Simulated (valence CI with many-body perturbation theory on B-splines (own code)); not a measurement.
# Te XX: one-electron terms

Level of theory: configuration interaction combined with many-body perturbation theory (CI+MBPT): five valence electrons over a frozen Dirac-Fock core [Ar] 3d10, radial functions for each j: 9 s, 9 p, 8 d, 6 f, 3 g, 1 h, with the one-electron correlation potential Σ1, the two-electron term Σ2, the three-electron term Σ3, Breit, model QED; selected CI, second order for the rest (own B-spline code, finite nucleus).

No measured spectrum was set against this ion. As an estimate, levels hold to about 250 cm⁻¹ or 0.2 % of their energy and the worst to 1 %, as in measured heavy ions of charge 2 to 7; those with d or f electrons hold less well. Among the levels kept, up to 300 cm⁻¹ of a level comes from second order outside the variational space, and about a tenth of that is noise between levels of different J, which matters for small intervals.

These are the spectroscopic orbitals of the CI (the correlating ones are not listed), shaped by the core and the other valence electrons. h is the expectation value of the core's Dirac-Fock operator, without the valence repulsion; Σ1 is computed up to l = 3 at one energy for each symmetry, that of its lowest orbital but kept below the first core excitation, so for empty shells it is not the orbital's own correlation shift; Breit and QED include the response of the core.

```csv
Orbital,h (hartree),Σ1 (cm⁻¹),Breit (cm⁻¹),QED (cm⁻¹),⟨r⟩ (bohr)
4s1/2,-27.342,-11726,2573,1953,0.6930
5s1/2,-15.791,-3817,1050,804,1.224
6s1/2,-10.287,-1753,521,403,1.912
7s1/2,-7.2388,-970,300,232,2.745
4p1/2,-25.533,-11617,3958,-75.9,0.7063
5p1/2,-14.939,-3862,1629,-30.4,1.264
6p1/2,-9.8286,-1832,836,-15.4,1.970
7p1/2,-6.9635,-1031,489,-9.0,2.825
4p3/2,-24.987,-10756,2467,115,0.7236
5p3/2,-14.695,-3662,1020,48.1,1.286
6p3/2,-9.6985,-1755,549,25.0,1.998
7p3/2,-6.8859,-993,322,14.7,2.858
4d3/2,-22.032,-10726,1415,-109,0.7441
5d3/2,-13.32,-3793,614,-45.8,1.353
6d3/2,-8.9558,-1900,332,-24.4,2.101
4d5/2,-21.923,-10466,794,-51.5,0.7489
5d5/2,-13.27,-3712,336,-21.2,1.358
6d5/2,-8.9282,-1861,181,-11.2,2.108
4f5/2,-18.789,-9581,307,-39.2,0.7490
5f5/2,-11.889,-3265,151,-20.2,1.407
4f7/2,-18.774,-9428,26.1,-26.0,0.7503
5f7/2,-11.88,-3206,12.7,-13.5,1.408
5g7/2,-11.327,,2.9,-2.2,1.331
5g9/2,-11.324,,-5.4,0.3,1.332
```

Among the shells of the start configuration 4s2 4p3, Σ1 is largest in size for 4s1/2, where it is 0.20 % of h.

Lowest root of each symmetry, sizes in configuration state functions:

```json
{"J": "1/2", "Parity": "even", "Roots": "8", "Reference": "62", "Variational": "39995", "Second order": "696764", "Change by selected CI (cm⁻¹)": "-10037", "Change by second order (cm⁻¹)": "-25"}
{"J": "3/2", "Parity": "even", "Roots": "11", "Reference": "102", "Variational": "40000", "Second order": "1237996", "Change by selected CI (cm⁻¹)": "-9463", "Change by second order (cm⁻¹)": "-105"}
{"J": "5/2", "Parity": "even", "Roots": "10", "Reference": "113", "Variational": "40000", "Second order": "1671760", "Change by selected CI (cm⁻¹)": "-8703", "Change by second order (cm⁻¹)": "-161"}
{"J": "7/2", "Parity": "even", "Roots": "5", "Reference": "93", "Variational": "39692", "Second order": "1437899", "Change by selected CI (cm⁻¹)": "-11481", "Change by second order (cm⁻¹)": "-162"}
{"J": "9/2", "Parity": "even", "Roots": "2", "Reference": "64", "Variational": "36527", "Second order": "1127370", "Change by selected CI (cm⁻¹)": "-12371", "Change by second order (cm⁻¹)": "-70"}
{"J": "1/2", "Parity": "odd", "Roots": "3", "Reference": "30", "Variational": "36926", "Second order": "534009", "Change by selected CI (cm⁻¹)": "-13755", "Change by second order (cm⁻¹)": "-24"}
{"J": "3/2", "Parity": "odd", "Roots": "7", "Reference": "47", "Variational": "39994", "Second order": "1066716", "Change by selected CI (cm⁻¹)": "-12355", "Change by second order (cm⁻¹)": "-39"}
{"J": "5/2", "Parity": "odd", "Roots": "4", "Reference": "44", "Variational": "39997", "Second order": "1359193", "Change by selected CI (cm⁻¹)": "-12615", "Change by second order (cm⁻¹)": "-83"}
{"J": "7/2", "Parity": "odd", "Roots": "2", "Reference": "33", "Variational": "39979", "Second order": "1224322", "Change by selected CI (cm⁻¹)": "-14604", "Change by second order (cm⁻¹)": "-153"}
{"J": "9/2", "Parity": "odd", "Roots": "2", "Reference": "16", "Variational": "37369", "Second order": "1178792", "Change by selected CI (cm⁻¹)": "-14180", "Change by second order (cm⁻¹)": "-83"}
```
